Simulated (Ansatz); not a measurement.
Reaction (ligand exchange at the Si–O bond): `C=C[SiH2]O[SiH](F)F` + H₂Se → `F[SiH](F)[SeH]` + `C=C[SiH2]O`

Program: Ansatz. Geometries: PBE0-D4/def2-TZVP. ΔE: electronic, gas phase. CBS: MP2 limit from def2 TZ/QZ plus the TZ coupled-cluster correction, frozen cores. Functionals use def2-TZVPP. B3LYP here is the variant with VWN-RPA as its local correlation; programs differ in this. For Se outer-core shells are correlated without core-valence functions, which leaves a few kJ/mol of doubt a bond. Scalar relativity is left out up to krypton. Each species was taken in one conformer, which may not be the lowest.

```json
{"level": "PBE-D4", "ΔE (kJ/mol)": "67.7", "difference from CCSD(T)/CBS": "-16.8"}
{"level": "r2SCAN-D4", "ΔE (kJ/mol)": "81.5", "difference from CCSD(T)/CBS": "-3.0"}
{"level": "PBE0-D4", "ΔE (kJ/mol)": "75.3", "difference from CCSD(T)/CBS": "-9.2"}
{"level": "B3LYP-D4", "ΔE (kJ/mol)": "88.9", "difference from CCSD(T)/CBS": "4.4"}
{"level": "ωB97X-V", "ΔE (kJ/mol)": "84.2", "difference from CCSD(T)/CBS": "-0.3"}
{"level": "ωB97M-V", "ΔE (kJ/mol)": "84.1", "difference from CCSD(T)/CBS": "-0.4"}
{"level": "B2PLYP", "ΔE (kJ/mol)": "86.2", "difference from CCSD(T)/CBS": "1.7"}
{"level": "PBE", "ΔE (kJ/mol)": "64.4", "difference from CCSD(T)/CBS": "-20.1"}
{"level": "r2SCAN", "ΔE (kJ/mol)": "79.9", "difference from CCSD(T)/CBS": "-4.6"}
{"level": "PBE0", "ΔE (kJ/mol)": "71.9", "difference from CCSD(T)/CBS": "-12.6"}
{"level": "B3LYP", "ΔE (kJ/mol)": "84.2", "difference from CCSD(T)/CBS": "-0.3"}
{"level": "HF/def2-TZVPP", "ΔE (kJ/mol)": "104.8", "difference from CCSD(T)/CBS": "20.3"}
{"level": "MP2/def2-TZVPP", "ΔE (kJ/mol)": "84.3", "difference from CCSD(T)/CBS": "-0.2"}
{"level": "SCS-MP2/def2-TZVPP", "ΔE (kJ/mol)": "89.2", "difference from CCSD(T)/CBS": "4.7"}
{"level": "CCSD/def2-TZVPP", "ΔE (kJ/mol)": "91.9", "difference from CCSD(T)/CBS": "7.4"}
{"level": "CCSD(T)/def2-TZVPP", "ΔE (kJ/mol)": "88.7", "difference from CCSD(T)/CBS": "4.2"}
{"level": "HF/def2-QZVPP", "ΔE (kJ/mol)": "107.3", "difference from CCSD(T)/CBS": "22.8"}
{"level": "MP2/def2-QZVPP", "ΔE (kJ/mol)": "82.7", "difference from CCSD(T)/CBS": "-1.8"}
{"level": "SCS-MP2/def2-QZVPP", "ΔE (kJ/mol)": "88.0", "difference from CCSD(T)/CBS": "3.5"}
{"level": "HF/CBS(def2)", "ΔE (kJ/mol)": "107.7", "difference from CCSD(T)/CBS": "23.2"}
{"level": "MP2/CBS(def2)", "ΔE (kJ/mol)": "80.1", "difference from CCSD(T)/CBS": "-4.4"}
{"level": "CCSD/CBS(def2)", "ΔE (kJ/mol)": "87.8", "difference from CCSD(T)/CBS": "3.3"}
{"level": "CCSD(T)/CBS", "ΔE (kJ/mol)": "84.5", "difference from CCSD(T)/CBS": "0"}
```

Largest T1 diagnostic among the species: 0.012.

In def2-TZVPP, CCSD(T) changes the Hartree–Fock value by −16.2 kJ/mol (the triples alone add −3.3 kJ/mol) and MP2 by −20.5 kJ/mol. The D4 term adds +4.7 kJ/mol with B3LYP and +3.3 kJ/mol with PBE0; it sums over pairs of atoms, weighted by their polarisabilities, and B3LYP, whose exchange is more repulsive, gets the larger term.
